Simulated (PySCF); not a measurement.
In(CH3)3, optimised at PBE/def2-SVP:

```xyz
13

C     -0.3982     2.1494     0.2584
In    -0.0107    -0.0045     0.0771
C      2.0519    -0.7346    -0.1097
C     -1.6844    -1.4260     0.0796
H      0.5110     2.7507     0.0650
H     -0.7575     2.3719     1.2845
H     -1.1949     2.4572    -0.4485
H      2.4957    -0.3554    -1.0533
H      2.1016    -1.8405    -0.1120
H      2.6678    -0.3472     0.7273
H     -1.7680    -1.8974    -0.9216
H     -1.4981    -2.2349     0.8147
H     -2.6459    -0.9326     0.3194
```

Energies from PySCF, thermal terms from the rigid-rotor harmonic-oscillator model, ideal gas at 1 bar. All species are closed-shell singlets. In: scalar-relativistic def2 core potential, no spin-orbit coupling.

**Question.** List the harmonic frequencies (cm⁻¹, unscaled, methyl torsions left out) at this level and at the other levels, each on its own geometry.

**Answer.** 
- PBE/def2-SVP: 110, 111, 118, 442, 474, 475, 588, 589, 617, 688, 707, 707, 1123, 1123, 1132, 1378, 1379, 1380, 1382, 1382, 1384, 2975, 2975, 2976, 3073, 3073, 3074, 3094, 3094, 3095
- PBE0/def2-TZVP: 114, 115, 124, 476, 502, 502, 611, 612, 642, 708, 730, 731, 1186, 1186, 1191, 1448, 1448, 1448, 1451, 1452, 1453, 3049, 3049, 3050, 3130, 3130, 3131, 3152, 3152, 3152
